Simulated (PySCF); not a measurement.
All values below come from PBE0-D3(BJ)/def2-TZVP (PySCF). Gas-phase values, no solvent. 

Reference species (SMILES): `[C-]#[N+][Si][SiH3]` (excited triplet) (neutral, multiplicity 3).

```yaml
dipole_moment: 3.49 D
```

Changed species: `[SiH][SiH3]` (excited triplet) (X = H, multiplicity 3; the reference has X = isocyano, multiplicity 3).

**Question.** What does the change do to the dipole moment?

**Answer.** the dipole moment falls by 3.33 D, to 0.16 D.
